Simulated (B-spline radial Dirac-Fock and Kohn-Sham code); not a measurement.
**What relativity does to the binding energies of Sc⁺**

System: scandium as Sc⁺, [Ar] 3d1 4s1.

Both columns are ΔSCF binding energies of the configuration average from an atomic code on a B-spline grid: non-relativistic Hartree-Fock with a point nucleus, and Dirac-Fock with a finite nucleus and the Coulomb interaction alone, averaged over the two j levels with weights 2j+1.

```csv
shell,Hartree-Fock (eV),Dirac-Fock (eV),shift (eV),shift (%)
1s,4487.2,4513.7,+26.42,+0.59
2s,513.8,518.8,+4.95,+0.96
2p,419.8,420.2,+0.44,+0.10
3p,47.21,47.22,+0.02,+0.03
3d,15.05,14.88,-0.17,-1.13
4s,12.02,12.08,+0.06,+0.52
```

Relativity binds 1s, 2s, 2p, 3p, 4s more strongly, among those listed most of all 2s in relative terms, and 3d more weakly, because the contracted s and p shells screen the nucleus better.

Values without a named source are computed, but for edge energies of neutral atoms, which are taken from tables.
